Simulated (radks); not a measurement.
The numbers below are computed, except where a source is named.
Q: Species: Tl LXXIV. Configuration: [He] 2s2 2p4 (the NIST ground configuration). Code: a radial shooting solver on a logarithmic mesh with Libxc functionals. Model: Dirac Kohn-Sham, LB94 model potential, spin-unpolarised, spherical densities, finite nucleus; open shells fill j = l - 1/2 first; Fermi nuclear charge, rms radius 5.4759 fm. Some entries of the table are withheld. Estimate them.

| orbital | occ. | eigenvalue (eV) | <1/r> (bohr^-1) | <r^2> (bohr^2) |
|---|---|---|---|---|
| 1s1/2 | 2 | (1) | 99.56 | 0.0003668 |
| 2s1/2 | 2 | (2) | 25.17 | (3) |
| 2p1/2 | 2 | -21997.14 | 25.11 | 0.003680 |
| 2p3/2 | 2 | -19794.98 | 20.22 | 0.004756 |
| 3s1/2 | 0 | -9467.391 | 10.37 | 0.02870 |
| 3p1/2 | 0 | (4) | (5) | (6) |
| 3p3/2 | 0 | (7) | (8) | (9) |

A: 
(1) 1s1/2 eigenvalue (eV): -93567.03
(2) 2s1/2 eigenvalue (eV): -22414.29
(3) 2s1/2 <r^2> (bohr^2): 0.005281
(4) 3p1/2 eigenvalue (eV): -9335.562
(5) 3p1/2 <1/r> (bohr^-1): 10.32
(6) 3p1/2 <r^2> (bohr^2): 0.02519
(7) 3p3/2 eigenvalue (eV): -8704.840
(8) 3p3/2 <1/r> (bohr^-1): 8.923
(9) 3p3/2 <r^2> (bohr^2): 0.02929
